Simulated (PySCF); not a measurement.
## Energy of Cu²⁺ (copper, charge +2) between two integer charges

The 3d beta orbital of [Ar] 3d9 is emptied in steps (occupation f), with all orbitals relaxed, ending at [Ar] 3d8. All numbers are calculated (PySCF 2.14, a scalar-relativistic core potential, in aug-cc-pVDZ-PP with ECP10MDF (5s5p4d2f, 54 functions)). The exact energy is a straight line in f; departures are measured from the line between the end points of the same method.

Q: Among BHandHLYP, wB97X, r2SCAN0, which shows the largest delocalisation error (convex curve), and which is closest to linear?

A: Most convex: r2SCAN0 (-1.278 eV at f = 0.5); closest to linear: BHandHLYP (-0.645 eV).

```
   f  BHandHLYP (eV)  wB97X (eV)  r2SCAN0 (eV)
   1           0.000       0.000         0.000
0.75          -0.469      -0.564        -0.955
 0.5          -0.645      -0.745        -1.278
0.25          -0.499      -0.554        -0.960
   0           0.000       0.000         0.000
```

```csv
method,E(f=0) − E(f=1) (eV),−ε at f=1 (eV),−ε at f=0.5 (eV)
BHandHLYP,36.178,33.758,36.100
wB97X,36.388,33.372,36.414
r2SCAN0,36.010,30.941,35.997
```

Reference removal energy between the ground levels: 36.841 ± 0.012 eV (measured; NIST Atomic Spectra Database, ionization energies). The calculation has no spin-orbit coupling. The determinant left behind need not be the lowest term of the ion.
